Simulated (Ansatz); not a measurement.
`NB(N)Cl` + `O[CH2][GeH2][SiH3]` → `NB(N)CO` + `[SiH3][GeH2][Cl]`  (redistribution)

Computed with Ansatz on PBE0-D4/def2-TZVP structures; ΔE is electronic, products minus reactants. CBS: MP2 limit from def2 TZ/QZ plus the TZ coupled-cluster correction, frozen cores. Functionals use def2-TZVPP. For Ge outer-core shells are correlated without core-valence functions, which leaves a few kJ/mol of doubt a bond. Scalar relativity is left out up to krypton. One conformer a species, not always the lowest.

```json
{"level": "PBE", "ΔE (kcal/mol)": "-2.1"}
{"level": "MP2/CBS(def2)", "ΔE (kcal/mol)": "-0.8"}
```

(1) What does CCSD(T)/CBS give? (Estimate.)

Largest T1 diagnostic among the species: 0.011.

## Answers

(1) Computed: -1.6 kcal/mol. The listed levels differ from it by -0.5, 0.8 kcal/mol.

In def2-TZVPP, CCSD(T) changes the Hartree–Fock value by +2.8 kcal/mol (the triples alone add +0.3 kcal/mol) and MP2 by +3.5 kcal/mol.
